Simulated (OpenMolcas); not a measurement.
Er2+ among 6 point charges of -1.5 e arranged as a trigonal prism (D3h), with a polar angle of 49.6° against the regular 49.1°.

```yaml
Program: OpenMolcas
Method: CASSCF
Basis: ANO-RCC-VTZP [8s7p5d3f2g1h]
Scalar_Hamiltonian: DKH2, point nucleus
Active_space: 12 electrons in 7 orbitals (4f)
State_averaging: 2S+1 = 3 even, 21 roots; 2S+1 = 1 even, 27 roots kept (CI in the orbitals of an earlier block)
Spin-orbit_coupling: state interaction with AMFI integrals over the reference wave functions
```

All point charges move together. At R = 2.7 Å the width of the lowest J multiplet is 943 cm-1, and at R = 2.95 Å it is 705 cm-1.

Task: A third run gives 1208 cm-1. What distance was it run at?

Result: With a power law R^-n the two known points give n = -ln(705 / 943) / ln(2.95 / 2.7) = 3.28. Then R = 2.7 × (943 / 1208)^(1/3.28) = 2.504 Å. The run was at 2.49 Å, so the estimate is off by +0.014 Å.

This is an electrostatic model: the charges have no orbitals. No measured value stands beside these numbers.
